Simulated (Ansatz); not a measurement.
```yaml
crystal:
  periodic: [false, false, false]
  atoms:
    - {symbol: N, position_ang: [-0.127937, 0.418022, -1.371692]}
    - {symbol: C, position_ang: [-0.074686, 0.634550, 0.067765]}
    - {symbol: Ga, position_ang: [0.458087, -0.992798, 1.056534]}
    - {symbol: H, position_ang: [-0.692856, -0.386836, -1.607057]}
    - {symbol: H, position_ang: [-0.524539, 1.214600, -1.855310]}
    - {symbol: H, position_ang: [0.678963, 1.398556, 0.291019]}
    - {symbol: H, position_ang: [-1.011122, 1.008731, 0.518766]}
    - {symbol: H, position_ang: [0.343552, -2.397262, 0.352783]}
    - {symbol: H, position_ang: [0.950525, -0.897553, 2.547193]}
basis:
  gaussian: {orbitals: aug-pcseg-2}
hamiltonian: {xc: {name: HF}}
correlation: {active_space: {window: {electrons: 6, orbitals: 2}}}
accuracy: high
scf: {lower_state_search: off}
output: {forces: true}
```

```sh
$ ansatz run in.yaml --threads 2 --pin off --events-out ev --progress --plain --max-ram 4352MiB
```

It prints (some lines left out):

```
Functional definition: HF
4309 factors; integrals over basis functions are off by at most 4.3e-9 eV
mean field evaluation 1: about -54937.9941 eV, gradient 3.7e1 eV
mean field evaluation 2: about -54938.1127 eV, gradient 3.7e1 eV
mean field evaluation 4: about -54941.5259 eV, gradient 3.2e0 eV
mean field evaluation 8: about -54941.5705 eV, gradient 2.1e-1 eV
mean field evaluation 16: about -54941.5707 eV, gradient 2.6e-8 eV
mean field -54941.57065082 eV, -2019.0654806837 hartree, gradient 2.6e-8 eV, S^2 0.000000; 0 other end points of the search recorded, 0 dependent functions left out
reference -54941.57065082 eV, -2019.0654806837 hartree; 25, 25 occupied and 264, 264 virtual orbitals, 4309 factors
Error: 6 electrons in 2 orbitals form no window around the highest filled level of the reference
```

(1) What is wrong with this run?

Answers

(1) The active space doesn't fit the electrons. The run stopped with an error.
